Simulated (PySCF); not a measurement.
**Charge-transfer reorganisation: SMILES Clc1ccncc1, C5H4ClN**

Molfile (atoms numbered from 1):
```
C5H4ClN
     RDKit          3D

 11 11  0  0  0  0  0  0  0  0999 V2000
   -0.6609    3.9403    0.6048 Cl  0  0  0  0  0  0  0  0  0  0  0  0
   -0.3906    2.2214    0.5030 C   0  0  0  0  0  0  0  0  0  0  0  0
   -1.4714    1.3397    0.4394 C   0  0  0  0  0  0  0  0  0  0  0  0
   -1.1881   -0.0279    0.3606 C   0  0  0  0  0  0  0  0  0  0  0  0
    0.0469   -0.5340    0.3431 N   0  0  0  0  0  0  0  0  0  0  0  0
    1.0661    0.3259    0.4039 C   0  0  0  0  0  0  0  0  0  0  0  0
    0.9099    1.7136    0.4853 C   0  0  0  0  0  0  0  0  0  0  0  0
   -2.4987    1.7068    0.4510 H   0  0  0  0  0  0  0  0  0  0  0  0
   -2.0145   -0.7468    0.3094 H   0  0  0  0  0  0  0  0  0  0  0  0
    2.0747   -0.1039    0.3880 H   0  0  0  0  0  0  0  0  0  0  0  0
    1.7731    2.3788    0.5333 H   0  0  0  0  0  0  0  0  0  0  0  0
  1  2  1  0
  2  3  2  0
  3  4  1  0
  4  5  2  0
  5  6  1  0
  6  7  2  0
  7  2  1  0
  3  8  1  0
  4  9  1  0
  6 10  1  0
  7 11  1  0
M  END
```

Level of theory: UKS B3LYP/def2-SVP four-point reorganisation energy, gas phase (PySCF 2.14.0). Geometry: B3LYP/def2-SVP.

Problem. What is the inner reorganisation energy for hole transfer, with the ionisation energy?

Solution. λ = 0.459 (surface of the oxidised species) + 0.464 (surface of the starting species) = 0.923 eV. The ionisation energy is 9.64 eV vertical and 9.18 eV adiabatic without zero-point energy; at the relaxed geometry of the oxidised species the two energies differ by 8.72 eV. Largest bond changes: Cl1–C2 1.743 → 1.709 Å, N5–C6 1.335 → 1.315 Å, C4–N5 1.335 → 1.315 Å, C2–C3 1.396 → 1.409 Å, C7–C2 1.396 → 1.409 Å. ⟨S²⟩ of the relaxed oxidised species 0.757.
